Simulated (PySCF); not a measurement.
C2H8N2Si2, SMILES CC1=N[Si@@H](N)[SiH2]1.

The structure is a stationary point at TPSSh-D3(BJ)/def2-SVP. The structure was generated by enumeration; whether it is a known compound was not checked. One conformer was computed; it need not be the lowest.

Computed with ωB97X/def2-TZVP run with PySCF.

```
Quantity                                                                                                         Value
---------------------------------------------------------------------------------------------  -----------------------
total energy                                                                                        -769.55882 hartree
highest occupied level                                                                                        -8.72 eV
lowest empty level                                                                                             1.53 eV
orbital gap                                                                                                   10.25 eV
dipole moment                                                                                                   1.15 D
quadrupole, principal values (traceless, Buckingham form, about the centre of nuclear charge)  -9.76, -0.74, 10.50 D·Å
mean static polarisability                                                                       89.6 bohr³ (13.28 Å³)
polarisability, principal values                                                               73.1, 87.8, 107.9 bohr³
```
